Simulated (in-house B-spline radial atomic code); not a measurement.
Configurations of the silver ion Ag⁺, with energies counted from [Kr] 4d10. Level of theory: scalar-relativistic (X2C) HSE06, spin-polarised, spherical fractional occupations, exact exchange averaged over the configuration, Fermi nucleus of rms radius 4.5454 fm; calculated with a radial B-spline atomic code at the basis-set limit. Shells without spins written out take the highest spin.

Occupations are held fixed; configurations that lie above the ionisation limit could autoionise.

```json
{"configuration": "[Kr] 4d9 5d1", "E - E(ref) (eV)": "15.809", "highest orbital": "5d up", "its <r> (bohr)": "5.768"}
{"configuration": "[Ar] 3d10 4s2 4p5 4d10 5s1", "E - E(ref) (eV)": "58.763", "highest orbital": "5s up", "its <r> (bohr)": "2.698"}
{"configuration": "[Ar] 3d10 4s2 4p5 4d10 5p1", "E - E(ref) (eV)": "64.345", "highest orbital": "5p up", "its <r> (bohr)": "3.417"}
{"configuration": "[Ar] 3d10 4s2 4p5 4d10 4f1", "E - E(ref) (eV)": "72.021", "highest orbital": "4f up", "its <r> (bohr)": "8.546"}
{"configuration": "[Ar] 3d9 4s2 4p6 4d10 5p1", "E - E(ref) (eV)": "373.6", "highest orbital": "5p up", "its <r> (bohr)": "3.419"}
{"configuration": "[Ar] 3d9 4s2 4p6 4d10 5d1", "E - E(ref) (eV)": "378.94", "highest orbital": "5d up", "its <r> (bohr)": "5.717"}
```

**Question.** Order these further configurations by energy, lowest first.
A. [Ar] 3d9 4s2 4p6 4d10 5f1
B. [Kr] 4d9 5p1
C. [Ar] 3d10 4s2 4p5 4d10 5d1
D. [Kr] 4d9 5f1
E. [Kr] 4d9 5s1

**Answer.** E (4.8908 eV), B (10.43 eV), D (19.253 eV), C (69.731 eV), A (382.42 eV).

**Question.** How far above the reference does [Ar] 3d10 4s2 4p5 4d10 5f1 lie?

**Answer.** 73.199 eV; its least bound orbital is 5f up with <r> = 14.66 bohr.
